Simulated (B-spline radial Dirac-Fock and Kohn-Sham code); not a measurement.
## Mn⁶⁺ 2p3/2: cross section and angular parameters

System: the Mn⁶⁺ ion, configuration [Ar] 3d1; threshold 774.7 eV (orbital energy of the model). Model: Dirac-Hartree-Slater photoionisation with a Latter tail; cross sections with all multipoles, angular parameters from the dipole term and its interference with E2. Program: an atomic code on a B-spline grid.

The run's input, task.json:

```json
{"items": [{
  "Z": 25,
  "q": 6,
  "cfg": [[1, 0, 2], [2, 0, 2], [2, 1, 6], [3, 0, 2], [3, 1, 6], [3, 2, 1]],
  "A": 55,
  "rrms": 3.7057,
  "do": "xps",
  "hv": [58.9, 72.0, 73.0, 80, 80.8, 104.0, 113.0, 117.0, 195.0, 200.0, 229.0, 244.0, 300, 555.0, 1000, 1160.0, 1486.9, 1490.0, 2000, 2440.0, 2630.0, 4000, 4540.0, 4600.0, 4730.0, 6000, 7190.0, 8047.8, 9360.0, 11600.0]
}]}
```

Command: `python xray2_run.py task.json out`

```csv
hν (eV),σ (kb),β,γ,δ
1000,363,1.414,0.031,0.017
1160,247,1.463,0.142,0.021
1486.9,125,1.467,0.322,0.027
1490,124,1.467,0.324,0.027
2000,53.4,1.410,0.530,0.038
2440,29.6,1.349,0.664,0.047
2630,?,?,?,?
4000,6.36,1.145,0.964,0.085
4540,4.23,1.085,1.033,0.098
4600,4.06,1.079,1.039,0.099
4730,3.70,1.065,1.054,0.103
6000,1.69,0.948,1.170,0.134
7190,0.922,0.857,1.252,0.162
8047.8,0.628,0.801,1.300,0.181
9360,0.373,0.726,1.359,0.211
11600,0.176,0.622,1.435,0.258
```

Question: Give the values at 2630 eV.

Answer: σ = 23.6 kb, β = 1.322, γ = 0.713, δ = 0.052.

Values without a named source are computed, but for edge energies of neutral atoms, which are taken from tables.
